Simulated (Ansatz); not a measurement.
NbTe₂⁺. Charge 1, multiplicity 1. Geometry r2SCAN-D4/def2-TZVP, basis def2-TZVP, Ansatz.

```xyz
3

Nb    0.027    0.907   -0.387
Te    1.727   -0.853   -0.621
Te   -1.754   -0.053    1.008
```

```tsv
run	HOMO (eV)	LUMO (eV)
A	-9.84	-9.69
B	-9.96	-9.60
C	-12.70	-6.69
D	-10.02	-9.75
E	-10.88	-8.74
F	-11.01	-8.64
```

In the def2 sets Nb, Te take a core potential; there is no spin–orbit coupling. The order of the spin states hangs on the level: the triplet lies 0.14 eV below the singlet at PBE0-D4/def2-TZVP, but 0.02 eV above it at BLYP-D4/def2-TZVP. The structure comes from a short search, and lower isomers may exist.

Question: The runs used BLYP, PBE, PBE0, r2SCAN0, revPBE, ωB97M-V. Estimate which is which.

Answer: A BLYP (0 % exact exchange); B revPBE (0 % exact exchange); C ωB97M-V (range-separated); D PBE (0 % exact exchange); E PBE0 (25 % exact exchange); F r2SCAN0 (25 % exact exchange). Exact exchange lowers occupied and raises empty levels; among semilocal functionals meta-GGAs tend to open the gap a little, and such runs are hard to tell apart. The gap grows from 0.15 eV (BLYP) to 6.02 eV (ωB97M-V). This restricted singlet of an open-shell metal (gap down to 0.15 eV) wasn't tested against broken symmetry.
